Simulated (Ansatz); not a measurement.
System: sum formula SiNH, net charge 0, singlet state. 
Structure (B3LYP-D3(BJ)/def2-TZVP (Ansatz, a first-principles code) minimum search):
SMILES: [NH+]#[Si-]
```xyz
3

H      0.0000     0.0000    -1.9406
N      0.0000     0.0000    -0.9406
Si     0.0000     0.0000     0.6089
```

Basis-set convergence of Hartree-Fock and CCSD correlation energies (hartree) with Ansatz. Correlated levels leave the core frozen unless marked. No spin-orbit coupling. No relativistic terms.

```json
[
 {"basis": "cc-pV(D+d)Z", "functions": "42", "E(HF)": "-343.94441", "E(corr, CCSD)": "-0.26909"},
 {"basis": "cc-pV(T+d)Z", "functions": "83", "E(HF)": "-343.97433", "E(corr, CCSD)": "-0.31866"},
 {"basis": "cc-pV(Q+d)Z", "functions": "149", "E(HF)": "-343.98172", "E(corr, CCSD)": "-0.33513"},
 {"basis": "cc-pV(5+d)Z", "functions": "246", "E(HF)": "-343.98352", "E(corr, CCSD)": "-0.34100"}
]
```

Extrapolating the two largest sets (X = 4 and 5) as X^-3: E(corr) = (125·(-0.34100) - 64·(-0.33513))/61 = -0.3472 Eh, an estimate of the basis-set limit. The largest set recovers 98.2 % of it, the smallest 77.5 %.
